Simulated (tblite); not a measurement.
Task: What does the GFN2-xTB structure of `CC[C@@H]1CO[C@H]1C[O]` [radical] look like in three dimensions? (Doublet state.)

Result: 
```xyz
19
C6H11O2 angstrom
C      2.2551   -0.8446   -0.0211
C      1.5104    0.4689    0.1851
C      0.0867    0.3909   -0.3510
C     -0.7934    1.6014   -0.0197
O     -1.2976    0.9297    1.1266
C     -0.9042   -0.2998    0.5890
C     -2.1275   -0.9146   -0.2530
O     -2.4900   -0.0806   -1.1941
H      1.7584   -1.6584    0.5017
H      2.2972   -1.0941   -1.0786
H      3.2720   -0.7657    0.3546
H      1.4840    0.7207    1.2475
H      2.0336    1.2723   -0.3386
H      0.0703    0.0599   -1.3882
H     -1.6128    1.6731   -0.7594
H     -0.3510    2.5706    0.2030
H     -0.5889   -1.0282    1.3355
H     -1.6993   -1.8618   -0.6444
H     -2.9127   -1.1302    0.4977
```

Any rigid rotation of these coordinates is as good. Atoms count from 1 in this order. The C–O distances run from 1.309 Å (C7–O8, drawn single) to 1.421 Å (C4–O5, drawn single), a spread of 0.112 Å. Of the pairs four or more bonds apart, O8···H15 is among the closest relative to their van der Waals radii: 2.01 Å, 74 % of the sum of Bondi's values. O5 (oxygen bonded to 2 C) is bent (angle 90.3°). The 4-membered ring C3–C4–O5–C6 has internal angles of 81.5° to 91.2° (sum 353°, against 360° for a flat polygon); it is puckered, 0.12 Å rms from its mean plane, widest ring torsion 20°.

Bonds between heavy atoms (Å): C1–C2 1.524, C2–C3 1.523, C3–C4 1.533, C4–O5 1.421, O5–C6 1.398, C6–C7 1.607, C7–O8 1.309, C3–C6 1.531.

Computed geometry: GFN2-xTB, gas phase. This method treats the open shell by occupation alone, without spin polarisation.

Point group: C1 (no symmetry element, even within 0.4 Å). Its GFN2-xTB frequencies are all real (lowest 90 cm⁻¹). Torsions: C1–C2–C3–C4 172°, O5–C6–C7–O8 58°, C2–C3–C4–O5 -94°, C3–C4–O5–C6 -20°, C4–O5–C6–C7 -92°, C2–C3–C6–O5 95°.

One conformer stands for the species.
